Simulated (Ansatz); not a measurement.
Reaction (isomerisation): `CO[Si]1(F)CO1` → `O=COC(F)[SiH3]`

Gas-phase electronic energies from Ansatz, PBE0-D4/def2-TZVP geometries. CCSD(T)/CBS adds triple-zeta CCSD(T) − MP2 to the extrapolated MP2 energy (def2 sets, frozen cores). Functionals use def2-TZVPP. B3LYP here is the variant with VWN-RPA as its local correlation; programs differ in this. Each species was taken in one conformer, which may not be the lowest.

`CO[Si]1(F)CO1`:

Cartesian coordinates in Å:
```
C 0.187 -1.692 -1.233
O 0.534 -0.439 -0.675
Si -0.058 0.301 0.618
F -0.982 -0.721 1.401
C -0.217 2.061 0.843
O 0.915 1.259 1.491
H -0.464 -2.266 -0.569
H -0.321 -1.535 -2.186
H 1.104 -2.257 -1.409
H 0.170 2.784 0.128
H -0.868 2.507 1.591
```

`O=COC(F)[SiH3]`:

Z-matrix (Å, degrees):
```
C
F 1 1.377
Si 1 1.911 2 109.9
O 1 1.411 2 108.1 3 -118.2
H 1 1.094 2 106.9 3 124.4
H 3 1.484 1 108.0 2 178.6
H 3 1.482 1 108.8 2 -61.1
H 3 1.483 1 107.9 2 59.4
C 4 1.351 1 116.8 2 -87.7
O 9 1.190 4 126.0 1 -2.5
H 9 1.099 4 108.5 1 178.2
```

(1) Is it downhill or uphill in electronic energy at CCSD(T)/CBS, and by how much? (An estimate is asked.)

(2) What do these levels give: PBE-D4, r2SCAN-D4, PBE0-D4, B3LYP-D4, ωB97M-V, B2PLYP, r2SCAN, HF/def2-TZVPP, MP2/def2-QZVPP, SCS-MP2/def2-QZVPP, HF/CBS(def2), MP2/CBS(def2)? (Estimate.)

Largest T1 diagnostic among the species: 0.015.

Results:

(1) Ansatz gave: Uphill: ΔE = +309.4 kJ/mol.

(2) The calculation gave: PBE-D4 266.5, r2SCAN-D4 294.3, PBE0-D4 284.4, B3LYP-D4 284.6, ωB97M-V 295.0, B2PLYP 295.1, r2SCAN 294.2, HF/def2-TZVPP 286.0, MP2/def2-QZVPP 326.0, SCS-MP2/def2-QZVPP 316.2, HF/CBS(def2) 291.9, MP2/CBS(def2) 329.8 kJ/mol.

From PBE to PBE0 (25 % exact exchange), in def2-TZVPP and without D4, ΔE moves by +18.1 kJ/mol. In def2-TZVPP, CCSD(T) changes the Hartree–Fock value by +10.3 kJ/mol (the triples alone add −5.1 kJ/mol) and MP2 by +30.7 kJ/mol.
